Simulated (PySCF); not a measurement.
CH8ClNSi2, SMILES N[Si@@](Cl)([SiH3])C.

Coordinates come from a B3LYP-D3(BJ)/def2-SVP optimisation. The structure was generated by enumeration; whether it is a known compound was not checked. Other conformers were not sampled.

The numbers are results of B3LYP-D3(BJ)/def2-SVP (PySCF 2.14.0), not measurements.

Frequencies are harmonic and unscaled.

Computed harmonic wavenumbers and intensities:
```json
[
 {"mode": "1", "ν (cm⁻¹)": "97", "IR (km/mol)": "0.9", "moving atoms (share of kinetic energy)": "H 59 %, Si 17 %, Cl 16 %"},
 {"mode": "2", "ν (cm⁻¹)": "114", "IR (km/mol)": "1.6", "moving atoms (share of kinetic energy)": "H 42 %, Si 22 %, Cl 18 %, C 16 %"},
 {"mode": "3", "ν (cm⁻¹)": "134", "IR (km/mol)": "0.9", "moving atoms (share of kinetic energy)": "H 45 %, N 18 %, Si 17 %, C 16 %"},
 {"mode": "4", "ν (cm⁻¹)": "158", "IR (km/mol)": "0.2", "moving atoms (share of kinetic energy)": "H 95 %"},
 {"mode": "5", "ν (cm⁻¹)": "196", "IR (km/mol)": "8.2", "moving atoms (share of kinetic energy)": "H 30 %, C 26 %, Cl 19 %, Si 17 %"},
 {"mode": "6", "ν (cm⁻¹)": "218", "IR (km/mol)": "2.0", "moving atoms (share of kinetic energy)": "H 40 %, Si 24 %, N 18 %, C 14 %"},
 {"mode": "7", "ν (cm⁻¹)": "229", "IR (km/mol)": "12.4", "moving atoms (share of kinetic energy)": "N 30 %, H 26 %, Si 21 %, Cl 19 %"},
 {"mode": "8", "ν (cm⁻¹)": "301", "IR (km/mol)": "28.1", "moving atoms (share of kinetic energy)": "H 82 %, N 11 %"},
 {"mode": "9", "ν (cm⁻¹)": "411", "IR (km/mol)": "20.0", "moving atoms (share of kinetic energy)": "Si 52 %, Cl 19 %, H 15 %, C 8 %"},
 {"mode": "10", "ν (cm⁻¹)": "460", "IR (km/mol)": "72.2", "moving atoms (share of kinetic energy)": "H 60 %, N 22 %, Si 9 %, Cl 9 %"},
 {"mode": "11", "ν (cm⁻¹)": "504", "IR (km/mol)": "191.5", "moving atoms (share of kinetic energy)": "H 40 %, Si 38 %, Cl 15 %"},
 {"mode": "12", "ν (cm⁻¹)": "510", "IR (km/mol)": "13.9", "moving atoms (share of kinetic energy)": "H 82 %, Si 13 %"},
 {"mode": "13", "ν (cm⁻¹)": "538", "IR (km/mol)": "24.2", "moving atoms (share of kinetic energy)": "H 63 %, Si 29 %"},
 {"mode": "14", "ν (cm⁻¹)": "701", "IR (km/mol)": "34.9", "moving atoms (share of kinetic energy)": "C 39 %, Si 30 %, H 27 %"},
 {"mode": "15", "ν (cm⁻¹)": "753", "IR (km/mol)": "2.1", "moving atoms (share of kinetic energy)": "H 75 %, C 14 %, N 9 %"},
 {"mode": "16", "ν (cm⁻¹)": "799", "IR (km/mol)": "79.0", "moving atoms (share of kinetic energy)": "H 71 %, C 19 %"},
 {"mode": "17", "ν (cm⁻¹)": "859", "IR (km/mol)": "208.2", "moving atoms (share of kinetic energy)": "H 72 %, N 13 %, Si 12 %"},
 {"mode": "18", "ν (cm⁻¹)": "871", "IR (km/mol)": "145.1", "moving atoms (share of kinetic energy)": "H 36 %, Si 33 %, N 27 %"},
 {"mode": "19", "ν (cm⁻¹)": "911", "IR (km/mol)": "19.1", "moving atoms (share of kinetic energy)": "H 67 %, Si 19 %, N 10 %"},
 {"mode": "20", "ν (cm⁻¹)": "943", "IR (km/mol)": "53.3", "moving atoms (share of kinetic energy)": "H 97 %"},
 {"mode": "21", "ν (cm⁻¹)": "947", "IR (km/mol)": "54.4", "moving atoms (share of kinetic energy)": "H 96 %"},
 {"mode": "22", "ν (cm⁻¹)": "1271", "IR (km/mol)": "21.2", "moving atoms (share of kinetic energy)": "H 78 %, C 22 %"},
 {"mode": "23", "ν (cm⁻¹)": "1429", "IR (km/mol)": "4.6", "moving atoms (share of kinetic energy)": "H 96 %"},
 {"mode": "24", "ν (cm⁻¹)": "1433", "IR (km/mol)": "3.4", "moving atoms (share of kinetic energy)": "H 96 %"},
 {"mode": "25", "ν (cm⁻¹)": "1549", "IR (km/mol)": "46.2", "moving atoms (share of kinetic energy)": "H 90 %, N 10 %"},
 {"mode": "26", "ν (cm⁻¹)": "2203", "IR (km/mol)": "73.4", "moving atoms (share of kinetic energy)": "H 98 %"},
 {"mode": "27", "ν (cm⁻¹)": "2210", "IR (km/mol)": "97.0", "moving atoms (share of kinetic energy)": "H 96 %"},
 {"mode": "28", "ν (cm⁻¹)": "2221", "IR (km/mol)": "86.3", "moving atoms (share of kinetic energy)": "H 96 %"},
 {"mode": "29", "ν (cm⁻¹)": "3031", "IR (km/mol)": "2.4", "moving atoms (share of kinetic energy)": "H 97 %"},
 {"mode": "30", "ν (cm⁻¹)": "3122", "IR (km/mol)": "3.3", "moving atoms (share of kinetic energy)": "H 91 %, C 9 %"},
 {"mode": "31", "ν (cm⁻¹)": "3137", "IR (km/mol)": "2.8", "moving atoms (share of kinetic energy)": "H 91 %, C 9 %"},
 {"mode": "32", "ν (cm⁻¹)": "3549", "IR (km/mol)": "23.8", "moving atoms (share of kinetic energy)": "H 96 %"},
 {"mode": "33", "ν (cm⁻¹)": "3640", "IR (km/mol)": "24.2", "moving atoms (share of kinetic energy)": "H 91 %, N 9 %"}
]
```
